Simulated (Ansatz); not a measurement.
Consider the redistribution: `C[CH2][AlH][SeH]` + `N[SiH2]OBF` → `N[SiH2][AlH][SeH]` + `CCOBF`.

Computed with Ansatz on PBE0-D4/def2-TZVP structures; ΔE is electronic, products minus reactants. CBS: MP2 limit from def2 TZ/QZ plus the TZ coupled-cluster correction, frozen cores. Functionals use def2-TZVPP. For Se outer-core shells are correlated without core-valence functions, which leaves a few kJ/mol of doubt a bond. Scalar relativity is left out up to krypton. One conformer a species, not always the lowest.

`C[CH2][AlH][SeH]`:

```xyz
11

C     0.792   -0.214    1.081
C     0.850   -0.085   -0.439
Al   -0.832    0.247   -1.380
Se   -2.837    0.435   -0.223
H     0.399    0.692    1.549
H     1.780   -0.398    1.514
H     0.146   -1.040    1.391
H     1.537    0.722   -0.728
H     1.287   -0.989   -0.884
H    -0.944    0.409   -2.952
H    -2.178    0.220    1.073
```

`N[SiH2]OBF`:

Cartesian coordinates in Å:
```
N 0.369 -1.103 1.697
Si 0.621 -0.379 0.182
O -0.700 0.497 -0.339
B -0.981 1.227 -1.425
F -0.075 1.365 -2.395
H 0.401 -0.565 2.547
H -0.205 -1.923 1.798
H 0.854 -1.454 -0.809
H 1.754 0.565 0.303
H -2.037 1.770 -1.558
```

`N[SiH2][AlH][SeH]`:

Z-matrix (Å, degrees):
```
Si
Al 1 2.464
N 1 1.736 2 114.0
H 1 1.492 2 110.2 3 -120.5
H 1 1.492 2 110.3 3 120.8
Se 2 2.329 1 111.5 3 0.3
H 2 1.588 1 131.3 3 -179.6
H 3 1.009 1 118.2 2 67.1
H 3 1.009 1 118.1 2 -68.9
H 6 1.469 2 93.8 1 -180.0
```

`CCOBF`:

Cartesian coordinates in Å:
```
C 0.104 -1.464 0.356
C -0.674 -0.197 0.104
O 0.090 0.936 0.489
B 0.542 1.820 -0.409
F 1.267 2.837 0.036
H -0.508 -2.336 0.114
H 0.401 -1.531 1.405
H 1.006 -1.497 -0.259
H -1.590 -0.181 0.700
H -0.957 -0.116 -0.951
H 0.320 1.731 -1.584
```

Problem. Is it downhill or uphill in electronic energy at CCSD(T)/CBS, and by how much? (Estimate.)

Solution. The calculation gave: Uphill: ΔE = +186.9 kJ/mol.

Problem. What do these levels give: PBE, PBE0, MP2/def2-TZVPP, CCSD/def2-TZVPP, CCSD(T)/def2-TZVPP, CCSD/CBS(def2)? (Estimate.)

Solution. Ansatz gave: PBE 155.9, PBE0 165.6, MP2/def2-TZVPP 198.7, CCSD/def2-TZVPP 185.2, CCSD(T)/def2-TZVPP 183.1, CCSD/CBS(def2) 188.9 kJ/mol.

Largest T1 diagnostic among the species: 0.012.

From PBE to PBE0 (25 % exact exchange), in def2-TZVPP and without D4, ΔE moves by +9.7 kJ/mol.
